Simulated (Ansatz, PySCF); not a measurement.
C4H6, SMILES C(CC)#C. Atoms are numbered in the order given.

```xyz
10

C     -0.2531     1.9771     0.0000
C      0.1648     0.8399     0.0000
C      0.6406    -0.5434     0.0000
C     -0.4954    -1.5775     0.0000
H     -0.6172     2.9867     0.0000
H      1.2882    -0.6986     0.8810
H      1.2882    -0.6986    -0.8810
H     -0.0862    -2.5996     0.0000
H     -1.1331    -1.4604    -0.8894
H     -1.1331    -1.4604     0.8894
```

The structure is a stationary point at B3LYP-D3(BJ)/def2-SVP.

Two levels are set side by side: PBE-D3(BJ)/def2-SVP (Ansatz, a quantum-chemistry and plane-wave program) and B3LYP-D3(BJ)/def2-SVP (Ansatz). Each level has its own optimised geometry; the coordinates shown are those of the second. Frequencies come from the Hessian of PySCF at each geometry. Differences are taken from unrounded values.

```csv
quantity,B3LYP-D3(BJ),PBE-D3(BJ),PBE-D3(BJ) minus B3LYP-D3(BJ)
mean bond length (Å),1.199,1.206,0.006
bond C1–C2 (Å),1.211,1.223,0.011
bond C2–C3 (Å),1.463,1.462,-0.001
bond C3–C4 (Å),1.536,1.538,0.002
bond C1–H5 (Å),1.073,1.081,0.007
bond C3–H6 (Å),1.104,1.113,0.008
bond C3–H7 (Å),1.104,1.113,0.008
bond C4–H8 (Å),1.101,1.108,0.007
bond C4–H9 (Å),1.101,1.108,0.007
bond C4–H10 (Å),1.101,1.108,0.007
highest harmonic wavenumber (cm⁻¹),3472,3410,-63
mean harmonic wavenumber (cm⁻¹),1543,1502,-41
zero-point energy (kcal/mol),52.95,51.53,-1.42
```

GGA bonds tend to be longer and softer than those of functionals with exact exchange. Differences between two approximate levels are no errors against the true value.
